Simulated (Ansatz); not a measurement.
One change: `C=CCCCCCCCC` becomes `CCCCCCCC`.

Ansatz, PBE0-D4/def2-TZVP geometries, multiplicity 1. Each molecule was computed in one conformer, which needn't be the lowest.

| property | `C=CCCCCCCCC` |
| --- | --- |
| size of the dipole moment (ωB97M-V/def2-TZVPP) / D | 0.37 |
| LUMO energy (PBE/def2-TZVPP) / eV | -0.72 |
| LUMO energy (ωB97M-V/def2-TZVPP) / eV | 2.29 |
| HOMO–LUMO gap (B3LYP/def2-TZVPP) / eV | 7.10 |
| HOMO–LUMO gap (PBE/def2-TZVPP) / eV | 5.41 |
| HOMO energy (B3LYP/def2-TZVPP) / eV | -7.03 |

(1) What does the change do to each property? (Estimate.)

## Answers

(1) Ansatz gave: 
| property | `CCCCCCCC` | shift |
| --- | --- | --- |
| size of the dipole moment (ωB97M-V/def2-TZVPP) / D | 0.11 | -0.26 |
| LUMO energy (PBE/def2-TZVPP) / eV | 0.31 | 1.03 |
| LUMO energy (ωB97M-V/def2-TZVPP) / eV | 2.51 | 0.22 |
| HOMO–LUMO gap (B3LYP/def2-TZVPP) / eV | 9.09 | 1.99 |
| HOMO–LUMO gap (PBE/def2-TZVPP) / eV | 7.47 | 2.06 |
| HOMO energy (B3LYP/def2-TZVPP) / eV | -8.31 | -1.28 |

With PBE0 the HOMO falls by 1.25 eV and the LUMO rises by 0.79 eV, so the gap widens by about 2.04 eV. PBE moves the HOMO by -1.03 eV and ωB97M-V by -1.29 eV. Dipoles are sizes alone; their direction can turn.

B3LYP here is the variant with VWN-RPA as its local correlation; programs differ in this.
